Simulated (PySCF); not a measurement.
Compound: C₆H₁₀NSi (doublet state).
Atom-mapped SMILES: `[CH:1]#[C:2][C@@H:3]1[NH:4][SiH:5][CH2:6][C@@H:7]1[CH3:8]` (hydrogens: H9 on C1; H10 on C3; H11 on N4; H12 on Si5; H13, H14 on C6; H15 on C7; H16, H17, H18 on C8)

Structure used (GFN2-xTB), in Å, numbered top down from 1:
```xyz
18
C6H10NSi angstrom
C      1.7849   -0.7882    1.8070
C      1.2430   -0.7586    0.7394
C      0.6629   -0.6224   -0.5880
N      1.3412    0.4198   -1.3403
Si     0.6646    1.9869   -1.1113
C     -0.8411    1.2892   -0.1730
C     -0.8169   -0.1973   -0.5231
C     -1.6286   -1.0512    0.4420
H      2.2381   -0.8489    2.7516
H      0.7600   -1.5853   -1.1113
H      2.2971    0.2187   -1.5815
H      1.4948    2.9069   -0.3221
H     -1.8049    1.7309   -0.4181
H     -0.6877    1.4139    0.9017
H     -1.2204   -0.3178   -1.5349
H     -2.6708   -0.7386    0.4339
H     -1.2439   -0.9496    1.4551
H     -1.5813   -2.1022    0.1613
```

The hyperfine couplings belong to this conformer and change with its torsions.

Level of theory: UKS B3LYP, pcH-1 on C H N Si, non-relativistic, mean-field spin-orbit, GIAO in PySCF. Geometry: GFN2-xTB, one conformer, isolated molecule. Couplings are sensitive to structure, and on GFN2-xTB geometries they can be far from those on DFT ones, by a factor of two or more for some ions and for spin on atoms past the first row.

Task: Count the α and β electrons and give S(S+1).

Result: 67 electrons with 2S = 1: 34 α and 33 β; S(S+1) = 0.75.

Mulliken spin populations, one withheld:

```csv
atom,bound to,population
C1,"C2, H9",+0.0093
C2,"C1, C3",+0.0022
C3,"C2, N4, C7, H10",+0.0050
N4,"C3, Si5, H11",+0.0855
Si5,"N4, C6, H12",+0.7987
C6,"Si5, C7, H13, H14",+0.0142
C7,"C6, C8, C3, H15",-0.0013
C8,"C7, H16, H17, H18",+0.0011
H9,C1,-0.0004
H10,C3,-0.0009
H11,N4,-0.0038
H12,Si5,?
H13,C6,+0.0008
H14,C6,+0.0083
H15,C7,-0.0007
H16,C8,-0.0003
H17,C8,+0.0001
H18,C8,+0.0011
```

Task: Fill in the missing population.

Result: The populations add up to Nα − Nβ = 1, and the others sum to 0.9189, so H12 holds +0.081.

Task: How is the spin shared among the elements?

Result: Silicon +0.80, nitrogen +0.09, hydrogen +0.09, carbon +0.03. The positive populations sum to 1.01, the negative ones to -0.01.

Task: The run gives ⟨S²⟩ = 0.7517. What does that say of the overlap of α and β orbitals, and of the weight of higher spin?

Result: For a single determinant ⟨S²⟩ = S(S+1) + Nβ − Σ|⟨iα|jβ⟩|², so the squared overlaps of occupied orbitals sum to 33 − 0.0017 = 32.9983. If the quartet state (S + 1) were the only admixture, its weight would be 0.0017/(2S + 2) = 0.06 %. For Kohn–Sham this describes the determinant of the orbitals, not the true wave function.

Task: What Fermi-contact NMR shifts do the couplings of C1, C2, C3, N4, C6, C7, C8 imply at 200 K (Curie law, g = gₑ)?

Result: δ = a_FC·h·gₑ μB S(S+1)/(3 g_N μN kT), with k/h = 20836.6 MHz/K:

```json
{"nuclei": "C1", "isotope": "13C", "a_FC (MHz)": "2.60", "g_N": "1.4048", "contact shift (ppm)": "+408"}
{"nuclei": "C2", "isotope": "13C", "a_FC (MHz)": "9.28", "g_N": "1.4048", "contact shift (ppm)": "+1457"}
{"nuclei": "C3", "isotope": "13C", "a_FC (MHz)": "17.33", "g_N": "1.4048", "contact shift (ppm)": "+2721"}
{"nuclei": "N4", "isotope": "14N", "a_FC (MHz)": "31.61", "g_N": "0.4038", "contact shift (ppm)": "+17266"}
{"nuclei": "C6", "isotope": "13C", "a_FC (MHz)": "24.31", "g_N": "1.4048", "contact shift (ppm)": "+3817"}
{"nuclei": "C7", "isotope": "13C", "a_FC (MHz)": "1.89", "g_N": "1.4048", "contact shift (ppm)": "+297"}
{"nuclei": "C8", "isotope": "13C", "a_FC (MHz)": "2.05", "g_N": "1.4048", "contact shift (ppm)": "+321"}
```

All at the stated temperature.

β density exceeds α density at some nuclei, such as H11 (-0.0016), spin density in bohr⁻³. In a single determinant that takes different orbitals for the two spins, that is spin polarisation.

Time: 1.9 min (grids of density and orbitals included); peak memory 0.97 GiB. Hardware: an Arm Neoverse V1 with one thread, on a shared host.
